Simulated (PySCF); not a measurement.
C2H5Ga.
Atom-mapped SMILES: `[CH2:1]=[CH:2][GaH2:3]` (hydrogens: H4, H5 on C1; H6 on C2; H7, H8 on Ga3)

Computed with PySCF at CAM-B3LYP/def2-SVPD, non-relativistic, on one gas-phase PBE0-D3(BJ)/def2-SVP geometry that isn't relaxed in the solvent. The solvent is an IEF-PCM continuum (van der Waals radii × 1.2), and excitations are vertical TDDFT with non-equilibrium linear response and a frozen core. Only the electrostatic response of the medium enters. Spin–orbit coupling is left out although an atom past zinc is present.

Gas-phase singlets (H = HOMO, L = LUMO):

```csv
state,E (eV),λ (nm),f,leading configurations
S1,4.869,255,0.002,H→L 97%
S2,5.289,234,0.000,H-2→L 98%
S3,5.845,212,0.176,H-1→L 98%
S4,6.894,180,0.008,H→L+2 90%
S5,7.665,162,0.083,"H-1→L+1 59%, H-1→L+3 32%"
```

Question: Give the list for acetone (ε = 20.49), n² = 1.85.

Answer: 
| state | E (eV) | λ (nm) | f | leading configurations | change by rank (eV) |
| --- | --- | --- | --- | --- | --- |
| S1 | 4.976 | 249 | 0.002 | H→L 98% | +0.107 |
| S2 | 5.500 | 225 | 0.000 | H-2→L 97% | +0.211 |
| S3 | 5.888 | 211 | 0.241 | H-1→L 98% | +0.043 |
| S4 | 6.916 | 179 | 0.011 | H→L+2 90% | +0.022 |
| S5 | 7.672 | 162 | 0.109 | H-1→L+1 55%, H-1→L+3 38% | +0.007 |

Question: The ground-state energy changes by -0.104 eV from gas to acetone. By how much does the total energy of gas-phase S1 change?

Answer: E(S1) = E(S0) + excitation energy, so it changes by -0.104 + 0.107 = +0.003 eV: it isn't lowered at all, while the ground state is. This is the vertical state, with the slow part of the continuum still set for S0.

Question: How do the frontier levels move from gas to acetone?

Answer: 
```
orbital  gas (eV)  solvent (eV)  change (eV)
 LUMO+2      1.42          1.60        +0.18
 LUMO+1      0.99          1.11        +0.12
   LUMO     -0.83         -0.55        +0.28
   HOMO     -9.43         -9.29        +0.14
 HOMO-1     -9.45         -9.33        +0.12
 HOMO-2     -9.78         -9.75        +0.03
 HOMO-3    -12.41        -12.25        +0.16
```

The HOMO–LUMO gap goes from 8.60 to 8.74 eV.
